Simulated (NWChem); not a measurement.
# C$_{3}$H$_{5}$NOSi; SMILES N#C[C@@H]([SiH3])C=O

```xyz
11

N      0.9050    -2.5355     0.1331
C      0.6047    -1.4462    -0.1385
C      0.2171    -0.0731    -0.4277
Si    -1.6404     0.2051     0.0690
C      1.0841     0.9520     0.3015
O      1.1969     2.0945    -0.0733
H      0.2764     0.1284    -1.5046
H     -2.4522    -0.8435    -0.5908
H     -1.7502     0.1020     1.5434
H     -2.0312     1.5558    -0.3945
H      1.5777     0.5821     1.2237
```
Atoms are numbered in this order, from 1.

Computed with NWChem. Structure relaxed at the B3LYP/6-31G* (spherical d) level. Total energies of different functionals are on different scales.

```tsv
level	energy (Ha)	highest occupied level (eV)	orbital gap (eV)	dipole (D)
PBE/def2-TZVP	-536.4202	-6.70	3.84	2.42
B3LYP/def2-TZVP	-536.8896	(withheld)	(withheld)	2.40
TPSSh/def2-TZVP	-536.8931	-7.40	5.19	2.40
PW6B95/def2-TZVP	-537.4227	-8.41	6.77	2.39
PBE0/def2-TZVP	-536.4521	-8.26	6.54	2.40
```

Q: Complete the blanks.

A: 
- B3LYP/def2-TZVP, highest occupied level (eV): -8.03
- B3LYP/def2-TZVP, orbital gap (eV): 6.04
